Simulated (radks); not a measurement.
Initial-state core-level shifts of neutral platinum when its valence configuration changes from [Xe] 4f14 5d9 6s1. Calculated with a radial shooting solver on a logarithmic mesh with Libxc functionals: scalar-relativistic Kohn-Sham, LDA (Slater exchange, Perdew-Wang correlation), spin-polarised, spherical densities, finite nucleus; open shells are filled with parallel spins first (spin-orbit coupling, left out, can overturn this in heavy ions); Fermi nuclear charge, rms radius 5.427 fm. Shifts are changes of the shell-averaged eigenvalues in eV (positive: less bound); the change of the density at the nucleus, which sets a Mossbauer isomer shift, is in e/bohr^3, on a base of 2.108e+06.

| valence | 1s | 2p | 3p | 4s | density at nucleus |
|---|---|---|---|---|---|
| 4f14 5d9 6p1 | -1.964 | -1.922 | -1.938 | -1.946 | -119.1 |
| 4f14 5d8.5 6s1.5 | -1.342 | -1.395 | -1.382 | -1.377 | +69.0 |
| 4f12 5d8.5 6s1.5 6p2 | -35.602 | -37.809 | -41.854 | -37.298 | +429.2 |
| 4f14 5d10 | +2.314 | +2.409 | +2.393 | +2.388 | -122.6 |
| 4f13 5d10 6s1 | -11.550 | -12.482 | -14.493 | -12.416 | +129.3 |
| 4f12 5d10 6s2 | -26.776 | -28.820 | -32.923 | -28.425 | +421.3 |
| 4f14 5d8 6s2 | -2.752 | -2.862 | -2.833 | -2.821 | +143.4 |
| 4f14 5d8 6s1 6p1 | -4.514 | -4.594 | -4.578 | -4.573 | +26.7 |
| 4f13 5d10 6p1 | -13.628 | -14.516 | -16.543 | -14.476 | +9.6 |
